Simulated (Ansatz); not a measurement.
All numbers were calculated with Ansatz.

A structure relaxed at PBE0-D4/def2-TZVP, charge 0, multiplicity 1:

```json
{"atom": "O1", "x (Å)": "0.600", "y (Å)": "1.515", "z (Å)": "0.360"}
{"atom": "Si2", "x (Å)": "-0.128", "y (Å)": "0.074", "z (Å)": "0.132"}
{"atom": "O3", "x (Å)": "-0.976", "y (Å)": "-0.254", "z (Å)": "1.492"}
{"atom": "O4", "x (Å)": "-1.032", "y (Å)": "0.230", "z (Å)": "-1.214"}
{"atom": "Te5", "x (Å)": "1.413", "y (Å)": "-1.853", "z (Å)": "-0.192"}
{"atom": "H6", "x (Å)": "1.174", "y (Å)": "1.610", "z (Å)": "1.122"}
{"atom": "H7", "x (Å)": "-1.500", "y (Å)": "-1.057", "z (Å)": "1.499"}
{"atom": "H8", "x (Å)": "-1.289", "y (Å)": "1.125", "z (Å)": "-1.449"}
{"atom": "H9", "x (Å)": "1.738", "y (Å)": "-1.389", "z (Å)": "-1.748"}
```

**Question.** Give its formula and SMILES.

**Answer.** H4O3SiTe, `O[Si](O)(O)[TeH]`.

**Question.** Summarise the bond lengths by kind.

**Answer.** 3 × O–Si 1.629 to 1.636 Å; 3 × H–O 0.958 to 0.960 Å; 1 × Si–Te 2.488 Å; 1 × H–Te 1.656 Å.
